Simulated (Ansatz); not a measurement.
Relaxation of CH₅ClOSi (9 atoms, charge 0, multiplicity 1), to a largest force component of 0.03 eV/Å in at most 50 steps.

Method: RHF/def2-SVP in Ansatz.

```xyz
9
Properties=species:S:1:pos:R:3:forces:R:3
Si 0.125 -0.013 0.214 1.18 -0.01 0.23
H 0.279 0.039 1.648 -1.18 0.04 0.89
O 1.738 -0.063 -0.086 -0.02 0.00 -1.15
C 2.588 -1.153 0.050 0.07 -0.08 0.04
H 2.193 -2.041 -0.451 0.01 -0.04 -0.03
H 3.551 -0.915 -0.395 0.03 0.04 -0.02
H 2.750 -1.400 1.103 0.00 0.00 0.02
Cl -0.685 1.702 -0.562 -0.05 0.02 -0.02
H -0.603 -1.173 -0.325 -0.04 0.05 0.03
```

Where does it end, and by what steps?

The forces met the threshold. After 6 steps the energy has fallen by 0.271 eV; H2 moved furthest, 0.30 Å.

```json
{"step": "0", "energy less start (eV)": "0.0000", "largest force component (eV/Å)": "1.183", "accepted": "yes"}
{"step": "1", "energy less start (eV)": "-0.2439", "largest force component (eV/Å)": "0.558", "accepted": "yes"}
{"step": "2", "energy less start (eV)": "-0.2646", "largest force component (eV/Å)": "0.362", "accepted": "yes"}
{"step": "3", "energy less start (eV)": "-0.2678", "largest force component (eV/Å)": "0.168", "accepted": "yes"}
{"step": "4", "energy less start (eV)": "-0.2700", "largest force component (eV/Å)": "0.124", "accepted": "yes"}
{"step": "5", "energy less start (eV)": "-0.2712", "largest force component (eV/Å)": "0.052", "accepted": "yes"}
{"step": "6", "energy less start (eV)": "-0.2713", "largest force component (eV/Å)": "0.004", "accepted": "yes"}
```

```xyz
9
Properties=species:S:1:pos:R:3
Si 0.148 -0.014 0.261
H -0.007 0.056 1.725
O 1.718 -0.131 -0.166
C 2.630 -1.171 0.018
H 2.274 -2.100 -0.436
H 3.569 -0.896 -0.457
H 2.821 -1.353 1.078
Cl -0.586 1.733 -0.546
H -0.632 -1.141 -0.281
```

The run took 14 s on 1 thread of Arm Neoverse V2, with other jobs on the host, peak memory 0.16 GiB.
